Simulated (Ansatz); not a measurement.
Species: H$_{3}$B, SMILES `B` (charge 0, multiplicity 1), formula H3B.

Question: How many basis functions does frozen-core CCSD(T)/cc-pVTZ // B3LYP-D3(BJ)/def2-TZVP in Ansatz (a quantum-chemistry and plane-wave program) use, how many core orbitals are frozen, and how many electrons are correlated?

Answer: 72 basis functions and 1 frozen orbitals, which leaves 6 correlated electrons. Core time is of the order of seconds.
